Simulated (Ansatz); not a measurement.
CH5F2GeN, SMILES `C[NH][GeH]([F])[F]` at its PBE0-D4/def2-TZVP geometry, where that method's forces vanish. Charge 0, multiplicity 1.

```xyz
10

C    -0.6005    0.9672   -0.8528
N    -0.5090    0.3133    0.4422
Ge    0.6096   -1.0532    0.7382
F     0.2946   -2.2208   -0.4900
F     2.2682   -0.6548    0.4324
H     0.1719    1.7272   -1.0143
H    -1.5801    1.4384   -0.9643
H    -0.5091    0.2205   -1.6431
H    -0.6553    0.9326    1.2244
H     0.5096   -1.6703    2.1273
```

(1) What forces (eV/Å) does r2SCAN-D4/def2-TZVPP give on these atoms in Ansatz? (Best estimate.)

Results:

(1) Computed: 
```
C1  -0.002  0.098 -0.209
N2  -0.055 -0.104  0.155
Ge3 -0.005 -0.044  0.128
F4  -0.005 -0.010 -0.042
F5   0.061  0.007 -0.034
H6  -0.005  0.000 -0.006
H7   0.014 -0.003  0.002
H8   0.004  0.003  0.022
H9  -0.002  0.030  0.031
H10 -0.004  0.023 -0.046
```
